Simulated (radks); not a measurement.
The numbers below are computed, except where a source is named.
Task: Species: Ir+. Configuration: [Xe] 4f14 5d8 (not the ground configuration). Code: a radial shooting solver on a logarithmic mesh with Libxc functionals. Model: Dirac Kohn-Sham, RPBE, spin-unpolarised, spherical densities, point nucleus; open shells fill j = l - 1/2 first. Some entries of the table are withheld. Estimate them.

orbital,occ.,eigenvalue (hartree),r(max) (bohr)
1s1/2,2,-2794.010,0.01081
2s1/2,2,-488.5367,0.06248
2p1/2,2,-467.8894,(1)
2p3/2,4,-408.0725,(2)
3s1/2,2,(3),0.1759
3p1/2,2,-105.1666,0.1644
3p3/2,4,-92.06851,0.1790
3d3/2,4,-76.70273,(4)
3d5/2,6,-73.87286,(5)
4s1/2,2,-24.54978,0.3977
4p1/2,2,-20.65842,0.3965
4p3/2,4,-17.56157,0.4268
4d3/2,4,(6),0.4211
4d5/2,6,(7),0.4306
5s1/2,2,-3.77931,0.8925
5p1/2,2,(8),0.9491
4f5/2,6,-2.52401,0.3928
4f7/2,8,-2.40944,0.3975
5p3/2,4,(9),1.031
5d3/2,4,-0.50777,1.291
5d5/2,4,-0.46427,1.334
6s1/2,0,-0.45427,2.370
6p1/2,0,-0.26402,(10)
6p3/2,0,-0.23319,(11)

Result: 
(1) 2p1/2 r(max) (bohr): 0.04620
(2) 2p3/2 r(max) (bohr): 0.05336
(3) 3s1/2 eigenvalue (hartree): -114.3956
(4) 3d3/2 r(max) (bohr): 0.1397
(5) 3d5/2 r(max) (bohr): 0.1437
(6) 4d3/2 eigenvalue (hartree): -11.19428
(7) 4d5/2 eigenvalue (hartree): -10.61946
(8) 5p1/2 eigenvalue (hartree): -2.56448
(9) 5p3/2 eigenvalue (hartree): -2.07199
(10) 6p1/2 r(max) (bohr): 2.985
(11) 6p3/2 r(max) (bohr): 3.360
